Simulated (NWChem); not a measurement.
System: AlH3O; SMILES [OH][AlH2]

```xyz
5

Al     0.0000     0.0000     0.6046
H      0.0000     1.3921     1.3631
H      0.0000    -1.3921     1.3631
O      0.0000     0.0000    -1.0631
H      0.0000     0.0000    -2.0102
```
Atoms are numbered in this order, from 1.

This is a stationary point of PBE0/def2-SVP (NWChem), point group C2v. 

**Question.** Is it a minimum? If not, what does it relax to?

**Answer.** No. It has an imaginary frequency of 379i cm⁻¹. Following that mode (on a finer grid) lowers the energy by 2.2 kcal/mol and ends, with real frequencies alone, at point group Cs:
```xyz
5

Al     0.0000    -0.0415     0.5606
H      0.0000     1.4071     1.2134
H      0.0000    -1.3917     1.3819
O      0.0000    -0.2183    -1.1343
H      0.0000     0.4908    -1.7790
```
